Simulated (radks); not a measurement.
The numbers below are computed, except where a source is named.
Task: Species: S+. Configuration: [Ne] 3s2 3p3 (the NIST ground configuration). Code: a radial shooting solver on a logarithmic mesh with Libxc functionals. Model: non-relativistic Kohn-Sham, exchange-only LDA, spin-polarised, spherical densities, point nucleus; open shells are filled with parallel spins first. Some entries of the table are withheld. Estimate them.

| orbital | occ. | eigenvalue (hartree) | <r^2> (bohr^2) | <r> (bohr) |
|---|---|---|---|---|
| 1s up | 1 | -88.13227 | 0.01280 | 0.09759 |
| 1s down | 1 | -88.11329 | 0.01280 | 0.09757 |
| 2s up | 1 | -8.05753 | 0.2785 | 0.4836 |
| 2s down | 1 | -8.03442 | 0.2773 | 0.4828 |
| 2p up | 3 | -6.11147 | (1) | 0.4446 |
| 2p down | 3 | -6.08316 | (2) | 0.4437 |
| 3s up | 1 | -1.01319 | (3) | 1.643 |
| 3s down | 1 | -0.86176 | (4) | 1.660 |
| 3p up | 3 | -0.62291 | 4.204 | 1.890 |
| 3p down | 0 | -0.47941 | 4.610 | 1.965 |

Result: 
(1) 2p up <r^2> (bohr^2): 0.2475
(2) 2p down <r^2> (bohr^2): 0.2460
(3) 3s up <r^2> (bohr^2): 3.117
(4) 3s down <r^2> (bohr^2): 3.204
